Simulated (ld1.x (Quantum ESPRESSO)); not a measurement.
# Before and after: TM semilocal potential for Sc

scandium (Sc), norm-conserving Troullier–Martins (semilocal form), made with ld1.x (Quantum ESPRESSO) 7.5 (PBEsol, scalar-relativistic). Core [Ar], reference 3d1 4s1 4p1. Waves: 4p (bound): rc 3.20 bohr; 3d (bound): rc 2.45 bohr; 4s (bound): rc 3.40 bohr. Local part: the s channel. Core correction: a·sin(br)/r model core inside 2.05 bohr.

All-electron outer shells of the reference configuration (PBEsol, scalar-relativistic, ld1.x):

```tsv
shell	level (eV)	outermost node (bohr)	outermost maximum (bohr)
3s	-56.17	0.42	0.92
3p	-34.83	0.39	0.97
4s	-4.87	1.32	3.06
3d	-4.37	–	1.10
4p	-2.03	1.49	3.98
```

Change: wave 4s (bound): rc 3.40 bohr becomes 4s (bound): rc 2.84 bohr.

Cutoffs: the cutoffs (Ry, on a coarse ladder) from which the occupation-weighted sum of valence levels, in a spherical-Bessel basis at the reference potential, stays within 10 and 1 mRy of its value at 400 Ry; they do not see the model core or the augmentation charge, which bear on the density cutoff. Errors are all-electron minus pseudo energies relative to the spin-unpolarised reference configuration.

**Question.** Predict the effect on cutoff, ghosts and configuration errors.

**Answer.** The potential gets neither clearly harder nor softer (35 Ry and 40 Ry → 35 Ry and 40 Ry); of the 7 tests that both files solve, the error grows in 1 and shrinks in 4 by more than 15 % and 0.3 meV (median size 6.1 → 3.4 meV); neither file shows a bound ghost. A semilocal file is local in each channel, so a ghost entry of none says nothing of the separable form that plane-wave codes build from it.

| quantity | base | changed |
| --- | --- | --- |
| cutoff, loose | 35 Ry | 35 Ry |
| cutoff, tight | 40 Ry | 40 Ry |
| bound ghosts | none | none |
| error for 3d1 4s2 4p0, meV [ΔE -2.79 eV] | -4.0 | -2.3 |
| error for 3d1 4s1 4p0, meV [ΔE 4.11 eV] | -1.2 | -1.4 |
| error for 3d1 4s0 4p0, meV [ΔE 16.76 eV] | -23 | -18 |
| error for 3d0 4s2 4p1, meV [ΔE 0.70 eV] | +16 | -20 |
| error for 3d1.5 4s1.5 4p0, meV [ΔE -2.11 eV] | -36 | -35 |
| error for 3d1 4s0 4p2, meV [ΔE 2.89 eV] | -6.1 | -3.4 |
| error for 3d1 4s1.5 4p0, meV [ΔE -0.03 eV] | -3.0 | -2.0 |
